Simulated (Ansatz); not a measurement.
Ga10P10H28, a nanocrystal cut from zinc blende GaP (hydrogen-capped), 48 atoms. Hardware: 5 threads of AMD EPYC 7R13 on a shared host and a share (37 GiB) of an NVIDIA H100 80GB HBM3.

Single mean-field runs in def2-SVP are fitted with def2-universal-jkfit.

(1) How many basis functions does each of these Ansatz runs have, and roughly what does it cost? PBE-D4/def2-SVP, charge -1 doublet at the geometry of the charge 0 singlet, energy, from earlier orbitals; PBE0-D4/def2-SVP, charge 1 doublet at the geometry of the charge 0 singlet, energy; PBE-D4/def2-SVP, charge 1 doublet at the geometry of the charge 0 singlet, energy, from earlier orbitals; PBE-D4/def2-SVP, charge 0 singlet, relaxation, 16 steps; PBE-D4/def2-SVP, charge 0 triplet at the geometry of the charge 0 singlet, energy, from earlier orbitals; PBE0-D4/def2-SVP, charge -1 doublet at the geometry of the charge 0 singlet, energy; PBE-D4/def2-SVP, charge 0 singlet, energy, from earlier orbitals; r2SCAN-D4/def2-SVP, charge 0 singlet, energy, from earlier orbitals; PBE0-D4/def2-SVP, charge 0 singlet, energy and forces, from earlier orbitals; PBE0-D4/def2-SVP, charge 0 triplet at the geometry of the charge 0 singlet, energy.

Results:

(1) Other jobs shared the machine, so times can vary by a factor of up to 3.

| run | functions | fitting or Cholesky vectors | wall time | peak host memory (GiB) |
| --- | --- | --- | --- | --- |
| PBE-D4/def2-SVP, charge 0 singlet, energy, from earlier orbitals | 640 | 4444 | 9 s | 1.2 |
| r2SCAN-D4/def2-SVP, charge 0 singlet, energy, from earlier orbitals | 640 | 4444 | 12 s | 1.2 |
| PBE0-D4/def2-SVP, charge 0 singlet, energy and forces, from earlier orbitals | 640 | 4444 | 13 s | 4 |
| PBE-D4/def2-SVP, charge 1 doublet at the geometry of the charge 0 singlet, energy, from earlier orbitals | 640 | 4444 | 16 s | 1.4 |
| PBE-D4/def2-SVP, charge -1 doublet at the geometry of the charge 0 singlet, energy, from earlier orbitals | 640 | 4444 | 21 s | 1.4 |
| PBE-D4/def2-SVP, charge 0 triplet at the geometry of the charge 0 singlet, energy, from earlier orbitals | 640 | 4444 | 34 s | 1.4 |
| PBE0-D4/def2-SVP, charge -1 doublet at the geometry of the charge 0 singlet, energy | 640 | 4444 | 36 s | 1.4 |
| PBE0-D4/def2-SVP, charge 1 doublet at the geometry of the charge 0 singlet, energy | 640 | 4444 | 39 s | 1.4 |
| PBE0-D4/def2-SVP, charge 0 triplet at the geometry of the charge 0 singlet, energy | 640 | 4444 | 45 s | 1.4 |
| PBE-D4/def2-SVP, charge 0 singlet, relaxation, 16 steps | 640 | 4444 | 1.7 min | 1.3 |
